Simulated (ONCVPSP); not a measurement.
**Cd, ONCV: configuration errors across variants**

ONCVPSP 4.0.1 input, shortened (lines: element, Z, core and valence counts, functional; n l f; lmax; l rc ep ncon nbas qcut; lloc lpopt rc5 dvloc0; l nproj debl; icmod fcfact rcfact), PBEsol, scalar-relativistic:

```
  Cd 48.00    6    5  -116133      upf
    1    0    2.00
    2    0    2.00
    2    1    6.00
    3    0    2.00
    3    1    6.00
    3    2   10.00
    4    0    2.00
    4    1    6.00
    4    2   10.00
    5    0    1.50
    5    1    0.50
    2
    0    1.50    0.00    4    8    9.20
    1    1.25    0.00    4    9   10.50
    2    1.35    0.00    4    8   10.90
    4    3    1.20    4.00
    0    3    1.60
    1    3    3.20
    2    2    4.00
    3    3.75    1.25
```

All-electron excitation energies from the reference (eV): (1) 4s2 4p6 4d10 5s2 5p0 -2.322; (2) 4s2 4p6 4d10 5s1 5p0 6.988; (3) 4s2 4p6 4d10 5s0 5p0 24.084; (4) 4s2 4p5 4d10 5s2 5p0 71.806.

2 further variants failed, have other tests or another functional or relativity, and are left out.

Errors AE − PS in meV (a dash: test not solved or not reliable):

| change | (1) | (2) | (3) | (4) | bound ghosts | GHOST(+) flags above zero |
| --- | --- | --- | --- | --- | --- | --- |
| base | +0.3 | -1.2 | -5.4 | -52 | none | none |
| p: rc 1.42 | +0.3 | -1.2 | -5.4 | -69 | none | none |
| d: qcut 12.1 | +0.3 | -1.2 | -5.4 | -51 | none | none |
| d: rc 1.56 | +0.3 | -1.2 | -5.4 | -56 | none | none |
| s: debl 4.15 | +0.3 | -1.2 | -5.4 | -52 | none | none |
| p: qcut 12.1 | +0.3 | -1.2 | -5.4 | -45 | none | none |
| d: nbas 9 | +0.3 | -1.2 | -5.4 | -53 | none | none |
| local potential polynomial inside 1.20 bohr (lpopt 3, dvloc0 -1 Ha) | +0.3 | -1.2 | -5.4 | -52 | none | s |

(1) Give the same row for: core correction Teter function, fcfact 4.7, rcfact 1.25.

Answers

(1) +0.3, -1.2, -5.4, -53; bound ghosts: none; GHOST(+) flags above zero: none.
